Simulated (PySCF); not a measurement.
## Simulated absorption spectrum

Species: C₄H₇GaO₃S.
Numbering: `[CH3:1][S@@:2](=[O:3])[C:4]1=[CH:5][O:6][GaH2-:7][O+:8]=[CH:9]1` (hydrogens: H10, H11, H12 on C1; H13 on C5; H14, H15 on Ga7; H16 on C9)

Method: PySCF, TDDFT CAM-B3LYP/def2-SVPD, vertical, gas phase, core orbitals frozen in the response. Geometry: PBE0-D3(BJ)/def2-SVP, one conformer, isolated molecule. The CAM-B3LYP/def2-SVPD calculation is non-relativistic and has no spin–orbit coupling, an omission that weighs most on gallium. Torsions of this conformer, `[CH3:1][S@@:2](=[O:3])[C:4]1=[CH:5][O:6][GaH2-:7][O+:8]=[CH:9]1`: C1–S2–C4–C5 97°.

Broadening: Gaussians 0.5 eV wide at half height, area fixed by f = 4.319×10⁻⁹ ∫ε dν̃. The width is an assumption, not a result. The curve ends short of the highest state used, and states not computed would add to its high-energy end.

E (eV), ε (L mol⁻¹ cm⁻¹) and a bar:
```
     3.17          3 
     3.23          7 
     3.28         14 
     3.34         31 
     3.39         58 
     3.45        112 
     3.51        201 #
     3.56        309 #
     3.62        480 ##
     3.67        651 ##
     3.73        874 ###
     3.79       1083 ####
     3.84       1219 ####
     3.90       1308 #####
     3.95       1308 #####
     4.01       1226 ####
     4.07       1082 ####
     4.12        947 ###
     4.18        814 ###
     4.23        757 ###
     4.29        781 ###
     4.35        915 ###
     4.40       1106 ####
     4.46       1405 #####
     4.51       1689 ######
     4.57       2029 #######
     4.63       2322 ########
     4.68       2498 #########
     4.74       2595 #########
     4.79       2568 #########
     4.85       2407 #########
     4.91       2129 ########
     4.96       1840 #######
     5.02       1468 #####
     5.07       1171 ####
     5.13        865 ###
     5.19        630 ##
     5.24        493 ##
     5.30        394 #
     5.35        361 #
     5.41        382 #
     5.46        453 ##
     5.52        615 ##
     5.58        883 ###
     5.63       1210 ####
     5.69       1756 ######
     5.74       2356 #########
     5.80       3259 ############
     5.86       4332 ################
     5.91       5299 ###################
     5.97       6436 ########################
     6.02       7252 ###########################
     6.08       7937 #############################
     6.14       8196 ##############################
     6.19       8065 ##############################
     6.25       7543 ############################
```

Q: Locate the maxima and give the states behind the curve.

A: 316 nm (3.92 eV), ε about 1300, made up of S1 (99%); 261 nm (4.75 eV), ε about 2600, made up of S2 (33%) and S3 (67%); 202 nm (6.14 eV), ε about 8200, made up of S6 (18%) and S7 (66%) (ε in L mol⁻¹ cm⁻¹; maxima over ε = 5, shares over 10%). The states used: S1 3.92 eV (f 0.024); S2 4.59 eV (f 0.021); S3 4.83 eV (f 0.034); S4 5.27 eV (f 0.0031); S5 5.75 eV (f 0.011); S6 6.00 eV (f 0.033); S7 6.15 eV (f 0.101); S8 6.23 eV (f 0.016); S9 6.51 eV (f 0.036); S10 6.85 eV (f 0.011).

Q: On this curve, what absorbance would a 10⁻⁵ mol/L sample give at 222 nm over a 1 cm path?

A: 222 nm is 5.585 eV, where ε is about 910 L mol⁻¹ cm⁻¹, so A = ε c l ≈ 0.0091 (Beer–Lambert, with the gas-phase spectrum and the assumed width).

Q: What would ε be at 6.14 eV, the highest of these maxima, with half the width (0.25 eV)?

A: About 13600 L mol⁻¹ cm⁻¹ against 8200, a factor of about 1.7; a lone state at its own centre would give exactly 2.

Q: Coming from long wavelengths, where does ε first pass 100 L mol⁻¹ cm⁻¹?

A: At about 360 nm (3.44 eV), 0.48 eV below S1.

All these states lie below the vertical ionisation energy of 9.02 eV (ΔSCF).
